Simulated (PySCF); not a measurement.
Isomers of C4H12O2Si, from PySCF 2.14.0, PBE0-D3(BJ)/def2-SVP geometry optimisation, gas phase. One conformer each, no zero-point energy, no frequencies.

Question: Which isomer lies lower at this level?
A. `[CH3:1][O:2][Si:3]([CH3:4])([CH3:5])[O:6][CH3:7]` with C1–O2–Si3–C4 71°, O2–Si3–O6–C7 52°: A = 2378, B = 1672, C = 1443 MHz, dipole 1.64 D
B. `[CH3:1][CH2:2][O:3][SiH2:4][O:5][CH2:6][CH3:7]` with C1–C2–O3–Si4 156°, C2–O3–Si4–O5 71°, O3–Si4–O5–C6 -77°, Si4–O5–C6–C7 -155°: A = 4460, B = 942.8, C = 815.7 MHz, dipole 2.09 D

Answer: A. That is `CO[Si](C)(C)OC`, 14.9 kcal/mol below the other.

| SMILES | mapped SMILES | E (Eh) | relative (kcal/mol) | relative (kJ/mol) | dipole (D) |
| --- | --- | --- | --- | --- | --- |
| CO[Si](C)(C)OC | [CH3:1][O:2][Si:3]([CH3:4])([CH3:5])[O:6][CH3:7] | -598.88956 | 0.0 | 0.0 | 1.64 |
| CCO[SiH2]OCC | [CH3:1][CH2:2][O:3][SiH2:4][O:5][CH2:6][CH3:7] | -598.86579 | 14.9 | 62.4 | 2.09 |

As drawn, the lower has an Si–C bond, which the higher lacks.
